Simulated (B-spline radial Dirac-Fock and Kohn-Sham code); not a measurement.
## Kohn-Sham estimates against Dirac-Fock for the levels of Xe⁴³⁺

System: Xe⁴³⁺ in the configuration [Ne] 3s1.

The density-functional columns are spherical, spin-unpolarised Dirac-Kohn-Sham results without Breit or QED terms: −ε is minus the orbital energy of the initial state and ΔSCF the difference of two total energies. The reference in the last column comes from Dirac-Fock (average of configuration) total-energy differences with a finite nucleus, the Breit interaction including its frequency dependence, and self-energy and vacuum-polarisation corrections. All numbers are from an atomic code on a B-spline grid, in eV; a selection of levels is shown. For the 1s level of heavy atoms much of the gap between ΔSCF and the reference is the Breit and QED part, -122.6 eV here; for other levels the error of the functional can be larger.

| level | LDA −ε | LDA ΔSCF | Dirac-Fock |
| --- | --- | --- | --- |
| 2p1/2 | 7775.3 | 7897.8 | 7878.1 |
| 2p3/2 | 7437.8 | 7553.7 | 7544.1 |
| 3s | 3296.1 | 3334.8 | 3332.6 |

For the outermost level NIST gives 3333.8 ± 0.5 eV (semi-empirical); the differences from it are LDA −ε -37.71, LDA ΔSCF +0.97, Dirac-Fock -1.17 eV.

Values without a named source are computed, but for edge energies of neutral atoms, which are taken from tables.
